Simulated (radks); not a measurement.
Cd III, 46 electrons, occupied as [Kr] 4d10. All-electron calculation, Dirac Kohn-Sham, PBEsol, spin-unpolarised, spherical densities, finite nucleus; Fermi nuclear charge, rms radius 4.6087 fm. Program: a radial shooting solver on a logarithmic mesh with Libxc functionals.

Normalised radial functions P(r) = r R(r) (large component), r in bohr:

r	4p1/2
0.002313	0.0062
0.003012	0.0091
0.003923	0.0135
0.005108	0.0202
0.006704	0.0307
0.00873	0.0461
0.01137	0.0690
0.0148	0.1020
0.01927	0.1480
0.0251	0.2085
0.03268	0.2814
0.04255	0.3571
0.05541	0.4135
0.07215	0.4145
0.09395	0.3159
0.1223	0.0896
0.1606	-0.2464
0.2091	-0.5493
0.2723	-0.6375
0.3545	-0.3646
0.4616	0.2236
0.6011	0.8487
0.7827	1.1709
1.019	1.0594
1.327	0.6887
1.728	0.3257
2.25	0.1082
2.93	0.0235
3.815	0.0030

4p1/2: eigenvalue -89.817 eV, 2 radial nodes at r = 0.132, 0.422 bohr, <r> = 0.939 bohr, 90 % of the charge inside 1.39 bohr.
